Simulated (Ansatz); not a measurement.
`C#C[SiH2]F` + `BO` → `BO[SiH2]C#C` + H–F at 500 K and 1 bar (ligand exchange at the Si–F bond).

Computed with Ansatz on PBE0-D4/def2-TZVP structures; ΔE is electronic, products minus reactants. CCSD(T)/CBS is the MP2 limit (def2-TZVPP, def2-QZVPP) plus CCSD(T) − MP2 in def2-TZVPP, frozen cores. This one scheme is used for every species. One conformer a species, not always the lowest.

```csv
species,CCSD(T)/CBS energy (Eh),H − E (kJ/mol),S (J/(mol·K))
`C#C[SiH2]F`,-466.78369,137.2,346.0
`BO`,-101.80414,113.6,256.0
`BO[SiH2]C#C`,-468.17507,210.4,408.7
H–F,-100.39570,39.4,188.7
```

H − E and S are ideal-gas, rigid-rotor, harmonic terms from PBE0-D4/def2-TZVP, for one conformer and one mirror image of each species. 1 Eh = 2625.50 kJ/mol, R = 8.31446 J/(mol·K).

**Question.** By hand: ΔE, ΔH, ΔS and ΔG.

**Answer.** ΔE = (-468.17507) + (-100.39570) − (-466.78369) − (-101.80414) = 0.01706 Eh = 44.8 kJ/mol. Δ(H − E) = 210.4 + 39.4 − 137.2 − 113.6 = -1.0, so ΔH = 43.8 kJ/mol. ΔS = 408.7 + 188.7 − 346.0 − 256.0 = -4.6 J/(mol·K). ΔG = 43.8 − 500 × (-4.6)/1000 = 46.1 kJ/mol.

**Question.** By hand: the equilibrium constant, and the temperature at which ΔG would vanish if ΔH and ΔS stayed fixed.

**Answer.** log₁₀ K = −ΔG/(RT ln 10) = -4.8. ΔH and −TΔS have one sign here, so there is no such temperature. One of them is within its doubt of zero, so this could turn.

The number of gas molecules stays the same, so ΔS is small and ΔH decides. A doubt of 5 kJ/mol in ΔE shifts log₁₀ K by 0.5 here. Other conformers and mirror images would add mixing entropy, several J/(mol·K) or more a flexible species. Modes under 60 cm⁻¹, often nearly free rotors, make the harmonic entropy too high. These are equilibria of isolated gas molecules and say nothing of rates. Largest T1 diagnostic: 0.014 (customary marks: 0.02 for closed shells, 0.045 for open ones).
